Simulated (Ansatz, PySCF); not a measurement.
Molecule: C2H3N, charge 0, multiplicity 1. SMILES: [C-]#[N+]C
Geometry: optimised at B3LYP-D3(BJ)/def2-TZVP (Ansatz, an electronic-structure program).

Wanted: atomisation energy (electronic, to ground-state atoms), in eV. Valence correlation only, unless marked. Open shells are spin-unrestricted. No spin-orbit coupling. No relativistic terms. The coupled-cluster limit lacks core correlation, which all-electron functionals hold. Basis-set limits of correlation are two-point, X^-3; Hartree-Fock from the larger set.

```tsv
level	program	atomisation energy (eV)
TPSS-D3(BJ)/def2-TZVPD	PySCF + dftd3	[?]
MN15/def2-TZVPD	PySCF	25.76
RPA@PBE/cc-pVTZ	Ansatz	23.92
CCSD(T) with core electrons/cc-pwCVTZ	Ansatz	[?]
CCSD(T)/CBS(cc-pVTZ,cc-pVQZ)	Ansatz	25.56
```

Q: Complete the blanks.

A: 
- TPSS-D3(BJ)/def2-TZVPD, atomisation energy (eV): 25.92
- CCSD(T) with core electrons/cc-pwCVTZ, atomisation energy (eV): 25.02
